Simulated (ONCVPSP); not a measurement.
## Building the ONCV potential for Sr (LDA (Perdew-Wang 92), scalar-relativistic).

ONCVPSP 4.0.1 input, shortened (lines: element, Z, core and valence counts, functional; n l f; lmax; l rc ep ncon nbas qcut; lloc lpopt rc5 dvloc0; l nproj debl; icmod fcfact rcfact), LDA (Perdew-Wang 92), scalar-relativistic:

```
  Sr 38.00    8    1  -001012      upf
    1    0    2.00
    2    0    2.00
    2    1    6.00
    3    0    2.00
    3    1    6.00
    3    2   10.00
    4    0    2.00
    4    1    6.00
    5    0    2.00
    2
    0    3.10    0.00    4    9    2.00
    1    2.85    0.07    3    8    2.30
    2    2.85    0.15    4    8    3.40
    2    5    2.85    0.00
    0    2    3.60
    1    2    0.30
    2    0    4.00
    3    4.75    1.20
```

In the d channel the program set the typed energies aside and used 0.050 Ha.

Does the generator finish with these settings?

Yes, a potential is produced and its reference levels are reproduced.

Estimate the cutoffs (Ha) at which the residual kinetic energy of the hardest occupied pseudo-wave falls to 1 and 0.1 mHa per electron.

1.5 Ha and 2.7 Ha. The cutoffs count occupied waves only; projector 2 of the s channel, the hardest unoccupied one, needs 31 Ha at the loose tolerance.

Does the potential have ghost states?

Ghosts flagged at negative energy: p at -21.8 eV; GHOST(+) flagged for s at 78.6 eV. A true bound ghost makes a file unfit for plane-wave use.

Tests: 5s1; 5s1.5; 5s1 5p1; 4d1 5s1. Which has the largest error in its energy relative to the reference configuration, and how large is it?

5s1, with +8.0 meV (all-electron minus pseudo) on +6.06 eV.
